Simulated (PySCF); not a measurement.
Name the molecule from its bond curve

A diatomic of charge 0 contains Rb. Its doublet curve at UHF-MP2 in a triple-zeta basis (scalar-relativistic core potentials, PySCF), in eV from the separated fragments:

(R (Å), E (eV)): (2.004, -1.853), (2.097, -2.201), (2.190, -2.397), (2.260, -2.469), (2.330, -2.494), (2.400, -2.482), (2.493, -2.426), (2.610, -2.312), (2.749, -2.136), (2.936, -1.875)

The fit gives ωe = 378 cm⁻¹ and the rotational constant Bₑ = 0.2288 cm⁻¹.

Q: Which atom is the partner?

A: The minimum lies at 2.340 Å, so the reduced mass is 16.8576 u Å² cm⁻¹/(Bₑ·Re²) = 13.46 u. With Rb at 84.91 u the partner weighs about 16.0 u: O. The molecule is RbO.

Correlated steps freeze 1 core orbital. Spin–orbit coupling is left out. The state was picked by a PBE0 search and need not be the measured ground state.
